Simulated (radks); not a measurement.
Results of a calculation; reference values are marked as such.
Initial-state core-level shifts of the germanium ion Ge3+ when its valence configuration changes from [Ar] 3d10 4s1. Level of theory: Dirac Kohn-Sham, PBEsol, spin-unpolarised, spherical densities, point nucleus; open shells are shared between the two j in proportion to 2j + 1 (a radial shooting solver on a logarithmic mesh with Libxc functionals). Shifts are changes of the shell-averaged eigenvalues in eV (positive: less bound).

[
 {"valence": "3d9 4s2", "1s": "-11.546", "2p": "-12.717", "3s": "-10.419", "3p": "-10.186"},
 {"valence": "3d9 4s1 4p1", "1s": "-13.068", "2p": "-14.187", "3s": "-11.938", "3p": "-11.695"},
 {"valence": "3d8 4s1 4p2", "1s": "-27.007", "2p": "-29.426", "3s": "-24.255", "3p": "-23.766"},
 {"valence": "3d7 4s2 4p2", "1s": "-40.462", "2p": "-44.375", "3s": "-35.556", "3p": "-34.841"},
 {"valence": "3d8 4s2 4p1", "1s": "-25.585", "2p": "-28.041", "3s": "-22.836", "3p": "-22.357"},
 {"valence": "3d10 4p1", "1s": "-1.582", "2p": "-1.515", "3s": "-1.584", "3p": "-1.575"},
 {"valence": "3d9.5 4s1 4p0.5", "1s": "-6.423", "2p": "-6.959", "3s": "-5.916", "3p": "-5.795"},
 {"valence": "3d7 4s1 4p3", "1s": "-41.784", "2p": "-45.674", "3s": "-36.880", "3p": "-36.154"},
 {"valence": "3d6 4s1 4p4", "1s": "-57.377", "2p": "-62.893", "3s": "-49.762", "3p": "-48.816"}
]
